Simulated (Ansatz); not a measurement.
Cost and result for the atomization energy of C₃H₉AlS (14 atoms, 14 bonds).

Cartesian coordinates in Å:
```
C 0.724 -1.877 0.879
C -0.082 -1.069 -0.115
S -0.850 0.357 0.699
C -1.283 1.398 -0.763
Al 0.454 2.159 -0.251
H 1.546 -1.286 1.287
H 1.147 -2.755 0.387
H 0.104 -2.222 1.710
H -0.890 -1.660 -0.552
H 0.550 -0.694 -0.924
H -1.448 0.753 -1.624
H -2.197 1.936 -0.517
H 0.464 3.459 0.655
H 1.761 1.502 -0.872
```

Charge 0, multiplicity 1. The bonds changed during the relaxation, so this is another structure than the one it started from. Geometry: relaxed with PBE0-D4/def2-TZVP. It is one conformer, not always the lowest. Program: Ansatz. All runs use 4 threads of a server CPU on a shared host. Times are those of one run each, without the atoms' runs, and a repeat can differ threefold. Electronic energies, without spin–orbit coupling; frozen cores. CCSD(T)/CBS adds CCSD(T) − MP2 in def2-TZVPP to the MP2 limit, and its time is that of the two runs behind it. T1 = 0.011. B3LYP takes the VWN-RPA correlation (the form of Gaussian; ORCA's B3LYP/G). HSE06 is the plane-wave form, built on full-range PBE exchange.

CCSD(T)/CBS is a level of theory with its own doubt, some kJ/mol a heavy atom from the limit and from the frozen cores, so smaller differences don't rank the functionals.

| level | functions | wall time |
| --- | --- | --- |
| LDA (SPW92)/def2-TZVPP | 303 | 2.9 s |
| HSE06-D4/def2-TZVPP | 303 | 8 s |
| BHLYP-D4/def2-TZVPP | 303 | 8 s |
| CAM-B3LYP-D4/def2-TZVPP | 303 | 9 s |
| r2SCAN-D4/def2-TZVPP (with forces) | 303 | 12 s |
| B3LYP-D4/def2-TZVPP (with forces) | 303 | 13 s |
| r2SCANh-D4/def2-TZVPP | 303 | 13 s |
| CCSD(T)/def2-SVP | 123 | 13 s |
| PBE-QIDH/def2-TZVPP | 303 | 14 s |
| ωB97X-V/def2-TZVPP | 303 | 19 s |
| MP2/def2-QZVPP | 581 | 62 s |
| CCSD(T)/def2-TZVPP | 303 | 22 min |
| CCSD(T)/CBS(def2) | – | 23 min |

Task: What atomization energy does each give, and how far from CCSD(T)/CBS? (Estimate.)

Result: The calculation gave: 
```json
{"level": "LDA (SPW92)/def2-TZVPP", "atomization (kcal/mol)": "1323.9", "difference from CCSD(T)/CBS": "152.4", "per bond": "10.9"}
{"level": "HSE06-D4/def2-TZVPP", "atomization (kcal/mol)": "1175.4", "difference from CCSD(T)/CBS": "3.9", "per bond": "0.3"}
{"level": "BHLYP-D4/def2-TZVPP", "atomization (kcal/mol)": "1145.6", "difference from CCSD(T)/CBS": "-25.9", "per bond": "-1.9"}
{"level": "CAM-B3LYP-D4/def2-TZVPP", "atomization (kcal/mol)": "1172.5", "difference from CCSD(T)/CBS": "1.0", "per bond": "0.1"}
{"level": "r2SCAN-D4/def2-TZVPP (with forces)", "atomization (kcal/mol)": "1176.1", "difference from CCSD(T)/CBS": "4.6", "per bond": "0.3"}
{"level": "B3LYP-D4/def2-TZVPP (with forces)", "atomization (kcal/mol)": "1169.3", "difference from CCSD(T)/CBS": "-2.2", "per bond": "-0.2"}
{"level": "r2SCANh-D4/def2-TZVPP", "atomization (kcal/mol)": "1171.5", "difference from CCSD(T)/CBS": "0.0", "per bond": "0.0"}
{"level": "CCSD(T)/def2-SVP", "atomization (kcal/mol)": "1113.6", "difference from CCSD(T)/CBS": "-57.9", "per bond": "-4.1"}
{"level": "PBE-QIDH/def2-TZVPP", "atomization (kcal/mol)": "1166.9", "difference from CCSD(T)/CBS": "-4.6", "per bond": "-0.3"}
{"level": "ωB97X-V/def2-TZVPP", "atomization (kcal/mol)": "1175.1", "difference from CCSD(T)/CBS": "3.6", "per bond": "0.3"}
{"level": "MP2/def2-QZVPP", "atomization (kcal/mol)": "1168.7", "difference from CCSD(T)/CBS": "-2.8", "per bond": "-0.2"}
{"level": "CCSD(T)/def2-TZVPP", "atomization (kcal/mol)": "1143.7", "difference from CCSD(T)/CBS": "-27.8", "per bond": "-2.0"}
{"level": "CCSD(T)/CBS(def2)", "atomization (kcal/mol)": "1171.5", "difference from CCSD(T)/CBS": "0.0", "per bond": "0.0"}
```

Leaving LDA and LC-ωPBE aside and taking each functional with its dispersion term where it has one, the values, not all of them listed here, spread over 40.8 kcal/mol, from BHLYP-D4 to PBE-D4. LDA lies +145.1 kcal/mol from PBE without D4, its usual overbinding. The D4 term adds +12.3 kcal/mol with B3LYP and +6.5 kcal/mol with PBE0; it sums over pairs of atoms, weighted by their polarisabilities, and B3LYP, whose exchange is more repulsive, gets the larger term. At CCSD(T), def2-SVP lies −58.0 kcal/mol from the extrapolated value and def2-TZVPP −27.9 kcal/mol: correlation converges slowly with the basis, and small sets miss more of it in the bonded molecule than in its fragments.
